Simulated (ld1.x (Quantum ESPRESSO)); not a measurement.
# sulfur (S): one change to a TM potential, before and after

sulfur, norm-conserving Troullier–Martins (Kleinman–Bylander form), made with ld1.x (Quantum ESPRESSO) 7.5 (PBEsol, non-relativistic). Core [Ne], reference 3s2 3p3.5 (charge +0.5). Waves: 3p (bound): rc 1.25 bohr; 3d channel at 0.3 Ry: rc 1.15 bohr; 3s (bound): rc 1.05 bohr. Local part: the s channel. Core correction: none.

Change: all radii scaled by about 1.24 (s 1.30, p 1.56, d 1.42 bohr).

Cutoffs: the cutoffs (Ry, on a coarse ladder) from which the occupation-weighted sum of valence levels, in a spherical-Bessel basis at the reference potential, stays within 10 and 1 mRy of its value at 400 Ry; they do not see the model core or the augmentation charge, which bear on the density cutoff. Errors are all-electron minus pseudo energies relative to the spin-unpolarised reference configuration.

Problem. What does the change do?

Solution. The potential gets softer (100 Ry and 200 Ry → 40 Ry and 60 Ry); of the 7 tests that both files solve, the error grows in 0 and shrinks in 7 by more than 15 % and 0.3 meV (median size 3.1 → 1.4 meV); neither file shows a bound ghost. A larger radius leaves more room for a smooth pseudo-wave, so fewer plane waves are needed. That the errors move this way runs against the usual rule that smaller radii transfer better.

```csv
quantity,base,changed
"cutoff, loose",100 Ry,40 Ry
"cutoff, tight",200 Ry,60 Ry
loose cutoff by channel (10 mRy a level),"p 12 Ry, s 60 Ry","p 10 Ry, s 21 Ry"
bound ghosts,none,none
"error for 3s2 3p4, meV [ΔE -4.65 eV]",+1.0,+0.7
"error for 3s2 3p3, meV [ΔE 7.10 eV]",+1.7,+1.2
"error for 3s2 3p2, meV [ΔE 29.35 eV]",+24,+18
"error for 3s2 3p1, meV [ΔE 63.36 eV]",+97,+78
"error for 3s1 3p5, meV [ΔE 5.50 eV]",+3.1,+1.3
"error for 3s0 3p6, meV [ΔE 15.77 eV]",+39,+2.9
"error for 3s2 3p4.3, meV [ΔE -6.35 eV]",+2.1,+1.4
```
